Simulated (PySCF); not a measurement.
## Correlation energy of Xe³⁸⁺ (xenon, charge +38)

[Ne] 3s2 3p4, high-spin 3P determinant. All numbers are calculated (PySCF 2.14, the non-relativistic Hamiltonian (point nucleus), in an uncontracted even-tempered set (16 s from 6.2 bohr⁻², ratio 2.5; 10 p from 8.1 bohr⁻², ratio 2.5; 5 d from 37 bohr⁻², ratio 2.7; 4 f from 55 bohr⁻², ratio 2.7)). Frozen: 1s2; 14 electrons correlated; the 17 highest virtual orbitals of each spin left out.

```csv
level,correlation energy (mhartree)
CCSD,-563.26
(T),-1.28
CCSD(T),-564.54
```

Diagnostics: T1 = 0.00074, D1 = 0.0035, largest double amplitude 0.022.

A non-relativistic calculation at this Z misses sizeable relativistic shifts. Spin-orbit coupling is strong in this species (close to jj coupling), so the high-spin LS determinant is a model state, not a physical level.

Cost of the coupled-cluster step: of the order of 50 core-seconds, for 14 correlated electrons.

Iterations:

```
CC2 = 0
CCSD nocc = (np.int64(8), np.int64(6)), nmo = (81, 81)
frozen orbitals [[0, 82, 83, 84, 85, 86, 87, 88, 89, 90, 91, 92, 93, 94, 95, 96, 97, 98], [0, 82, 83, 84, 85, 86, 87, 88, 89, 90, 91, 92, 93, 94, 95, 96, 97, 98]]
max_cycle = 100
direct = 0
conv_tol = 1e-08
conv_tol_normt = 1e-06
diis_space = 8
diis_start_cycle = 0
Init t2, MP2 energy = -0.545499927001652
Init E_corr(UCCSD) = -0.545499927002341
cycle = 1  E_corr(UCCSD) = -0.559575456982366  dE = -0.01407553  norm(t1,t2) = 0.0104331
cycle = 2  E_corr(UCCSD) = -0.562482864132739  dE = -0.00290740715  norm(t1,t2) = 0.00237901
cycle = 3  E_corr(UCCSD) = -0.563267282369905  dE = -0.000784418237  norm(t1,t2) = 0.000581233
cycle = 4  E_corr(UCCSD) = -0.563257961356172  dE = 9.32101373e-06  norm(t1,t2) = 2.64954e-05
cycle = 5  E_corr(UCCSD) = -0.563258059339521  dE = -9.79833495e-08  norm(t1,t2) = 1.66911e-06
cycle = 6  E_corr(UCCSD) = -0.563258100455899  dE = -4.1116378e-08  norm(t1,t2) = 1.01259e-07
cycle = 7  E_corr(UCCSD) = -0.563258097913127  dE = 2.54277277e-09  norm(t1,t2) = 1.32277e-08
UCCSD converged
E(UCCSD) = -6024.012725463223  E_corr = -0.5632580979131266
UCCSD(T) correction = -0.00127777731215508
```

At this charge a non-relativistic calculation is a model, useful for the Z dependence of the correlation energy.

Spin-orbit coupling is strong in this species, so the high-spin LS determinant is a model state.
